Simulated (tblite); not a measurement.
Computed with GFN2-xTB (tblite): harmonic, unscaled wavenumbers at the GFN2-xTB geometry, gas phase. Against measured fundamentals such values can be off by several per cent, at times by over 20. Modes of hydrogen on silicon can be 10 to 20 % off. One conformer each. Thermal functions are those of the rigid rotor and harmonic oscillator, without mixing of conformers.

Problem. Order these by their ideal-gas entropy at 500 K and 1 bar, highest first (J/(mol K)).
A. `O=S(=O)(Cl)c1sc(cc1)C#C`
B. `CC1=C(F)[P@]1(=O)CC(C)C`
C. `CC/C([SiH3])=C(/OC)C(=O)F`
D. `CN(C)/C([SiH3])=C/C=[N+](C)C`
E. `C=C[C+](C)[C@@H](F)OC`

Solution. D (641.9), C (600.3), B (586.9), A (558.5), E (501.9).

```csv
SMILES,atoms,mass (u),symmetry number,modes under 300 cm⁻¹,ZPE (kJ/mol),S translation (J/(mol K)),S rotation,S vibration,S,Cp
CN(C)/C([SiH3])=C/C=[N+](C)C,27,157.12,1,12,592.9,182.7,135.8,323.4,641.9,329.2
CC/C([SiH3])=C(/OC)C(=O)F,21,162.05,1,12,404.7,183.1,133.6,283.6,600.3,281.5
CC1=C(F)[P@]1(=O)CC(C)C,22,162.06,1,12,460.0,183.1,133.9,269.9,586.9,278.7
C#Cc1ccc(S(=O)(=O)Cl)s1,14,205.93,1,8,195.2,186.0,137.3,235.2,558.5,228.4
C=C[C+](C)[C@@H](F)OC,18,117.07,1,8,373.1,179.0,125.6,197.3,501.9,226.1
```

Entropies and Cp are for 500 K and 1 bar.
